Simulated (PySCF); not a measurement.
YCl2, SMILES [Cl][Y][Cl] (connectivity only; charge and spin as stated), neutral, multiplicity 2. Atoms are numbered in the order given.

```xyz
3

Y      0.0000     0.0000     0.5544
Cl     0.0000    -2.1104    -0.6359
Cl     0.0000     2.1104    -0.6359
```
Charge 0, spin multiplicity 2.

Coordinates come from a PBE-D3(BJ)/def2-TZVP optimisation. The multiplicity is an assumed one; other spin states were not compared. The isomer is the one that the SMILES or the coordinates give; other isomers of the formula were not compared. The def2 effective core potentials stand for the cores of Y; spin–orbit coupling is left out.

Method: PBE-D3(BJ)/def2-TZVP in PySCF 2.14.0.

Frequencies are harmonic and unscaled.

```
mode  ν (cm⁻¹)  IR (km/mol)  moving atoms (share of kinetic energy)
----  --------  -----------  --------------------------------------
1           65          4.8                         Cl 74 %, Y 26 %
2          347         21.0                         Cl 82 %, Y 18 %
3          369         89.7                         Cl 62 %, Y 38 %
```
